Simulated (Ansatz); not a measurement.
Energy profile

The step: GeH₂S ([SH][GeH]) + H₂ → GeH₄S ([SH2][GeH2]); bonds formed: Ge1–H4, S2–H3; bonds broken: H3–H4 (atoms numbered as in the saddle structure below).

```xyz
6
angstrom
Ge -1.1541 0.6177 -0.4082
S 1.2482 0.8052 0.2204
H 0.4603 -0.3364 -0.7033
H -0.3964 -0.7109 -1.2130
H -1.3895 -0.3595 0.8227
H 1.2314 -0.0160 1.2812
```

Electronic energies by CCSD(T) at an estimated basis limit (MP2 extrapolated from triple and quadruple zeta, plus CCSD(T) − MP2 in triple zeta), on PBE0-D4/def2-TZVP structures; GeH4S, singlet; no counterpoise correction. Program: Ansatz 0.2.0. Basis: def2-TZVPP and def2-QZVPP. Cores are frozen in the correlated methods. Filled d shells of the heavier atoms are correlated. The def2 sets are not built for correlating such inner shells, so the correlated values are less sure here. Extrapolation: Hartree–Fock as exp(−7.88 √X), correlation as X^−2.97.

Task: Give the profile in kJ/mol, counted from the separated reactants. (Judge from chemistry; the value comes from the calculation.)

Result: The calculation gives:
| point | kJ/mol |
| --- | --- |
| separated: GeH2S (linked as [SH][GeH]; Ge1, S2, H5, H6; singlet) + H2 (H3, H4; singlet) | 0.0 |
| start structure | -3.4 |
| saddle | 94.2 |
| end structure | 32.6 |

No T1 diagnostic of these runs exceeds 0.015.

For scale, one of the runs: CCSD(T)/def2-TZVPP, 146 basis functions, launched by `ansatz run in.yaml --threads 2 --pin off --events-out ev --progress --plain --max-ram 4352MiB`. Time: 18 s of wall clock on 2 CPU threads of an Arm Neoverse V1; the host was shared. Peak host memory: 0.83 GiB.
